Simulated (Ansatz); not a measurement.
A nudged elastic band was laid between two geometries of Cl4FHOW + ClH (10 atoms, charge 0, multiplicity 1).

Computed with RKS PBE/def2-SVP in Ansatz 0.2.0.

```
movable images  : 5
climbing image  : yes
spring          : 5.0 eV/Å²
optimiser       : quadratic models (default)
start path      : through a guess of the saddle point
force threshold : 0.05 eV/Å
iteration limit : 60
end points      : relaxed
```

Initial state:

```xyz
10
Properties=species:S:1:pos:R:3
W -0.123 -0.073 -0.273
O -0.076 0.459 1.574
H -0.874 0.450 2.142
Cl 2.117 0.341 -0.477
Cl -0.622 2.102 -0.935
F -1.961 -0.353 0.109
Cl 0.303 -2.287 0.304
Cl -0.526 -0.768 -2.442
Cl 2.621 1.539 2.929
H 1.460 1.108 2.501
```

Final state:

```xyz
10
Properties=species:S:1:pos:R:3
W 0.545 0.315 -0.530
O -0.494 -0.298 3.236
H -1.204 0.046 2.661
Cl 2.439 0.048 -1.810
Cl 0.079 2.340 -1.573
F -1.011 0.584 0.522
Cl 0.903 -1.665 0.585
Cl -0.775 -0.784 -2.086
Cl 1.740 1.454 1.114
H 0.095 0.477 3.313
```

Q: Which bonds break or form, and what moves?

A: Bonds broken: W1–O2, Cl9–H10. Bonds formed: W1–Cl9, O2–H10. Cl4FHOW + ClH becomes Cl5FW + H2O.

Q: Give the energies along the band, and the barrier.

A: The run converged. The highest image is number 3 of 0 to 6, 0.85 eV above the first end and 0.69 eV above the last; the last end lies 0.16 eV above the first. A vibrational analysis at the climbing image gives one clearly imaginary mode, 505i cm⁻¹: a first-order saddle point. The orbitals stay closed-shell, which can raise the energy where a bond breaks towards radicals; this wasn't checked here.

| image | path coordinate (Å) | energy (eV) | W1–O2 (Å) | Cl9–H10 (Å) | W1–Cl9 (Å) |
| --- | --- | --- | --- | --- | --- |
| 0 | 0.00 | 0.00 | 1.92 | 1.31 | 4.51 |
| 1 | 0.72 | 0.15 | 1.92 | 1.31 | 4.10 |
| 2 | 1.44 | 0.51 | 1.94 | 1.32 | 3.61 |
| 3 | 2.16 | 0.85 | 2.05 | 1.47 | 2.99 |
| 4 | 3.88 | 0.48 | 2.88 | 2.89 | 2.35 |
| 5 | 5.60 | 0.16 | 4.05 | 3.16 | 2.31 |
| 6 | 7.32 | 0.16 | 3.95 | 2.92 | 2.33 |

Q: What is the geometry of the highest image?

A: 
```xyz
10
Properties=species:S:1:pos:R:3
W 0.207 0.028 -0.030
O -0.362 0.413 1.904
H -1.314 0.608 2.030
Cl 2.269 0.177 -1.105
Cl -0.085 2.288 -0.438
F -1.694 -0.198 0.057
Cl 0.812 -2.032 0.808
Cl -0.392 -0.794 -2.129
Cl 2.140 1.102 1.977
H 0.736 0.926 2.358
```

Q: What are the harmonic wavenumbers there?

A: 505i, 39, 70, 105, 107, 129, 174, 176, 194, 217, 238, 308, 329, 345, 370, 380, 425, 564, 595, 647, 757, 985, 1429, 3662 cm⁻¹.

Time of the run: 9.7 min on 4 threads of Arm Neoverse V2 (shared host), peak memory 0.31 GiB.
